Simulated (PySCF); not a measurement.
Vertical excitations of a molecule C2H7FOSi from TDA-B3LYP/def2-SVPD in PySCF, as energy in eV (oscillator strength): 7.26 (0.012), 7.81 (0.002), 8.08 (0.014), 8.15 (0.038), 8.71 (0.011), 8.76 (0.114), 9.07 (0.007), 9.10 (0.009), 9.23 (0.079), 9.27 (0.003). Lowest triplet (TDA): 7.05 eV. Coordinates come from a PBE-D3(BJ)/def2-SVP optimisation. Other conformers were not sampled.

Question: Identify the compound among the candidates.
A. CC[SiH](O)F
B. COC[SiH2]F
C. C[Si](C)(O)F
D. CCO[SiH2]F

Answer: A, CC[SiH](O)F
